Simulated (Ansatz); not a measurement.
Species: 1,1,1,2,2,2-hexafluoroethane, C2F6, net charge 0, singlet state. 
Coordinates optimised at B3LYP-D3(BJ)/def2-TZVP (Ansatz, a quantum-chemistry and plane-wave program):
```xyz
8

F     -1.4128     0.5032    -0.9145
C     -0.7531    -0.1907     0.0136
F     -1.2685     0.0845     1.2122
F     -0.8949    -1.4935    -0.2333
C      0.7531     0.1907    -0.0136
F      0.8949     1.4935     0.2333
F      1.2685    -0.0845    -1.2122
F      1.4128    -0.5032     0.9145
```
Charge 0, spin multiplicity 1.

Basis-set convergence of Hartree-Fock and MP2 correlation energies (hartree) with Ansatz. Valence correlation only, unless marked. No spin-orbit coupling. Non-relativistic.

```
basis    functions       E(HF)  E(corr, MP2)
-------  ---------  ----------  ------------
cc-pVDZ        112  -672.41083      -1.36808
cc-pVTZ        240  -672.64162      -1.80398
cc-pVQZ        440  -672.69475      -1.96595
```

Extrapolating the two largest sets (X = 3 and 4) as X^-3: E(corr) = (64·(-1.96595) - 27·(-1.80398))/37 = -2.0841 Eh, an estimate of the basis-set limit. The largest set recovers 94.3 % of it, the smallest 65.6 %.
